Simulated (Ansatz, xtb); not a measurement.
Isomers of C4H6Cl2O in order of energy

9 gas-phase structures of C4H6Cl2O, from a drawn sample of its isomers (lower ones may exist). Each was relaxed with GFN2-xTB; where two conformers were screened, the lower at r2SCAN-D4/def2-SVP//GFN2-xTB is listed:

A. `CO/C(Cl)=C/CCl`, a singlet
B. `CO/C(=C/Cl)CCl`, a singlet
C. `ClC[C@@H]1OC[C@@H]1Cl`, a singlet
D. `O=CC[C@H](Cl)CCl`, a singlet
E. `ClC(Cl)[C@@H]1CCO1`, a singlet
F. `ClC(Cl)C1COC1`, a singlet
G. `O=CCCC(Cl)Cl`, a singlet
H. `C[C@H](C=O)C(Cl)Cl`, a singlet
I. `CC(=O)CC(Cl)Cl`, a singlet

**Question.** Estimate their order in r2SCAN-D4/def2-SVP//GFN2-xTB energy at these geometries, lowest first.

**Answer.** Calculated order at r2SCAN-D4/def2-SVP//GFN2-xTB: I (0.0), D (16.9), G (21.5), H (28.4), A (92.9), B (102.3), C (107.0), E (107.7), F (121.7) kJ/mol. Less than 1 kcal/mol parts C and E, so the order within that pair means little.

Energies above the lowest of each column, in kJ/mol; the last columns are at r2SCAN-D4/def2-SVP geometries and were run for some of them only (a dash: not run or not comparable):

```
structure  GFN2-xTB  HF/STO-3G  r2SCAN-D4/def2-SVP//GFN2-xTB  r2SCAN-D4/def2-SVP  CCSD(T)/def2-SVP + ΔMP2/def2-TZVPP
        I       0.0       21.1                           0.0                 0.0                                 0.0
        D      29.0       31.4                          16.9                16.9                                13.1
        G      28.1       41.6                          21.5                20.8                                18.9
        H      33.6       47.5                          28.4                27.8                                25.8
        A      34.6       86.3                          92.9                   –                                   –
        B      42.9       91.5                         102.3                   –                                   –
        C      38.5        0.0                         107.0                   –                                   –
        E      42.0       13.2                         107.7                   –                                   –
        F      45.4       18.7                         121.7                   –                                   –
```

CCSD(T)/def2-SVP + ΔMP2/def2-TZVPP puts I lowest of those it was run on; HF/STO-3G picks C. Flexible structures stand in one conformer each, not always the lowest. Frequencies (GFN2-xTB) were run for D, G, H, I alone. ΔMP2 is the change of the MP2 energy from the smaller to the larger basis.

Over these structures GFN2-xTB departs from r2SCAN-D4/def2-SVP//GFN2-xTB by 35.3 kJ/mol on average once a common shift is removed. A GFN2-xTB relaxation took about 0.11 s and the r2SCAN-D4/def2-SVP//GFN2-xTB energy about 1.9 s on a shared host (Ansatz 0.2.0, xtb 6.7.1).
